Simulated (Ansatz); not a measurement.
Relaxing a trial structure of GeH4InSi+

The starting geometry of this gas-phase triplet was optimised with GFN2-xTB.

```tsv
atom	x (Å)	y (Å)	z (Å)
Ge	-0.4562	0.1925	-0.7239
In	-1.5163	-2.4158	-1.6301
Si	0.8443	-0.2204	1.4114
H	0.3629	-1.4984	1.9613
H	0.5257	0.9316	2.2579
H	2.2158	-0.2707	0.9011
H	-1.9455	-0.0839	-0.0822
```

**Question.** Where would you expect an optimisation with PBE-D3(BJ)/def2-SVP to take it?

**Answer.** It keeps its bonds.

The energy falls by 0.31 eV over 25 steps:

```
step  E − E(last) (eV)
   1             0.307
   4             0.040
   6             0.005
   9             0.003
  12             0.003
  14             0.002
  17             0.001
  20             0.000
  22             0.000
  25             0.000
```

Final geometry (Å):

```yaml
atoms:
  - { symbol: Ge, position_ang: [-0.8638, 0.0891, -0.3098] }
  - { symbol: In, position_ang: [-0.7870, -2.3237, -2.0102] }
  - { symbol: Si, position_ang: [0.8153, -0.2528, 1.4191] }
  - { symbol: H, position_ang: [0.2242, -1.2507, 2.3715] }
  - { symbol: H, position_ang: [1.0384, 1.0983, 2.0253] }
  - { symbol: H, position_ang: [2.0197, -0.7782, 0.7006] }
  - { symbol: H, position_ang: [-2.4161, 0.0529, -0.1009] }
```

The end wasn't checked by frequencies. Open shells are spin-unrestricted. The triplet needn't be the ground state. Atoms past krypton carry core potentials, without spin–orbit terms. Run with Ansatz 0.2.0, 71 s on 2 threads of Intel(R) Xeon(R) Platinum 8488C (Sapphire Rapids), on a shared host.
